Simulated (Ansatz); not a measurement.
`N[Si]([S])(Cl)Cl` radical, 7 atoms. Charge 0, multiplicity 2. All runs use 4 threads of an Arm Neoverse V2 on a shared host. Correlated methods freeze the cores. Open-shell runs search over several starts.

Problem. How many basis functions does each run have, and how long does it take in Ansatz? UKS PBE0-D4/def2-TZVP relaxation (10 steps); UKS PBE-QIDH (frozen core)/def2-TZVPP energy; UHF-CCSD(T)/def2-TZVPP energy; UKS BHLYP-D4/def2-TZVPP energy; UKS PBE0-D4/def2-QZVPP energy; UKS r2SCAN-D4/def2-TZVPP energy and forces; direct RPA on PBE orbitals/def2-TZVPP energy; UKS ωB97M-V/def2-SVP energy; UHF-CCSD(T)/def2-SVP energy; UKS CAM-B3LYP-D4/def2-TZVPP energy; UHF-MP2/def2-QZVPP energy; UKS PBE0-D4/def2-SVP energy. (An estimate is asked.)

Solution. Ansatz gave: Other jobs shared the machine, so times are rough.

| level | job | functions | wall time | peak host memory (GiB) |
| --- | --- | --- | --- | --- |
| UKS PBE0-D4/def2-SVP | energy | 96 | 3.5 s | 0.31 |
| UHF-CCSD(T)/def2-SVP | energy | 96 | 11 s | 0.6 |
| direct RPA on PBE orbitals/def2-TZVPP | energy | 227 | 12 s | 0.65 |
| UKS r2SCAN-D4/def2-TZVPP | energy and forces | 227 | 13 s | 0.45 |
| UKS BHLYP-D4/def2-TZVPP | energy | 227 | 16 s | 1.4 |
| UKS ωB97M-V/def2-SVP | energy | 96 | 18 s | 0.52 |
| UKS CAM-B3LYP-D4/def2-TZVPP | energy | 227 | 18 s | 1.5 |
| UKS PBE-QIDH (frozen core)/def2-TZVPP | energy | 227 | 23 s | 0.88 |
| UKS PBE0-D4/def2-QZVPP | energy | 397 | 54 s | 3 |
| UHF-MP2/def2-QZVPP | energy | 397 | 65 s | 2.2 |
| UKS PBE0-D4/def2-TZVP | relaxation (10 steps) | 191 | 98 s | 1.1 |
| UHF-CCSD(T)/def2-TZVPP | energy | 227 | 6.7 min | 9.1 |
